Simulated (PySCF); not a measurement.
tetrasiletane (H8Si4), SMILES [SiH2]1[SiH2][SiH2][SiH2]1.

The structure is a stationary point at PBE0-D3(BJ)/def2-SVP.

Computed with PBE0-D3(BJ)/def2-SVP run with PySCF.

Frequencies are harmonic and unscaled.

Modes within 1.5 cm⁻¹ of each other (mostly degenerate sets) share a row, with their intensities summed.

```csv
mode,ν (cm⁻¹),IR (km/mol),Raman (Å⁴/amu),depolarisation,moving atoms (share of kinetic energy)
1,89,0.0,0.5,0.73,"Si 64 %, H 36 %"
2,180,3.7,4.6,0.75,"Si 66 %, H 34 %"
3–4,284,3.7,0.0,–,"H 88 %, Si 12 %"
5,386,10.3,5.2,0.75,"H 69 %, Si 31 %"
6,404,0.0,16.6,0.75,Si 93 %
7–8,422,3.5,6.0,0.75,"Si 80 %, H 20 %"
9,440,0.0,49.2,0.04,"Si 92 %, H 8 %"
10,448,0.0,0.0,–,H 100 %
11,529,0.0,8.3,0.48,"H 68 %, Si 32 %"
12,553,0.0,0.0,–,"H 86 %, Si 14 %"
13,603,0.0,20.2,0.75,H 97 %
14–15,652,0.0,45.6,0.75,H 92 %
16–17,702,235.0,0.4,0.75,"H 85 %, Si 15 %"
18,722,0.0,0.9,0.75,H 96 %
19–20,890,330.5,42.7,0.75,H 95 %
21,898,49.7,25.0,0.75,H 97 %
22,920,0.0,8.4,0.56,H 94 %
23–24,2205,163.7,39.3,0.75,H 98 %
25–26,2209,77.5,710.0,0.16,H 97 %
27–29,2229,219.7,731.8,0.75,H 96 %
30,2232,157.9,203.6,0.75,H 96 %
```
